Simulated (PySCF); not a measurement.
**Potential energy of SbH⁺ along the bond**

Set-up: basis Sb cc-pVTZ-PP with ECP28, H cc-pVTZ; scalar-relativistic core potentials; PySCF 2.14. Energies in eV from Sb⁺ + H in their ground configurations at the same level. State: ²Π (doublet), unpaired electrons π ↑.

All columns are PBE0. A positive dipole points towards H; it is taken about the centre of mass and depends on that origin.

| R (Å) | E (eV) | μ (D) | Mulliken charge on Sb (basis-dependent) | HOMO (eV) | LUMO (eV) | Mayer bond order | ⟨S²⟩ |
| --- | --- | --- | --- | --- | --- | --- | --- |
| 1.477 | -2.114 | 0.64 | 0.90 | -13.54 | -11.39 | 0.98 | 0.75 |
| 1.545 | -2.434 | 0.56 | 0.92 | -13.52 | -11.37 | 0.98 | 0.75 |
| 1.614 | -2.617 | 0.49 | 0.93 | -13.51 | -11.36 | 0.98 | 0.75 |
| 1.665 | -2.685 | 0.44 | 0.93 | -13.50 | -11.35 | 0.98 | 0.75 |
| 1.717 | -2.705 | 0.39 | 0.93 | -13.49 | -11.34 | 0.98 | 0.75 |
| 1.768 | -2.686 | 0.35 | 0.93 | -13.49 | -11.34 | 0.99 | 0.75 |
| 1.837 | -2.614 | 0.31 | 0.93 | -13.48 | -11.33 | 0.99 | 0.75 |
| 1.923 | -2.466 | 0.27 | 0.93 | -13.47 | -11.33 | 0.99 | 0.75 |
| 2.026 | -2.233 | 0.24 | 0.92 | -13.47 | -11.32 | 0.98 | 0.76 |
| 2.163 | -1.868 | 0.24 | 0.91 | -13.47 | -11.32 | 0.98 | 0.76 |

A fit through these points gives, at Re = 1.716 Å, μ = 0.39 D and dμ/dR = -0.805 D/Å; the reduced mass is 0.9995 u.

Problem. How strong is the fundamental in the double-harmonic approximation, I = 42.26·(dμ/dR)²/μred km/mol?

Solution. I = 42.26·(-0.805)²/0.9995 = 27.4 km/mol at PBE0.

These are scalar-relativistic numbers at best; spin–orbit coupling would shift them, the dissociation energy most. For an ion De counts to the pair picked by the measured ionisation energies or electron affinities, which need not be the lowest pair at this level. The state was picked by a PBE0 search and need not be the measured ground state.
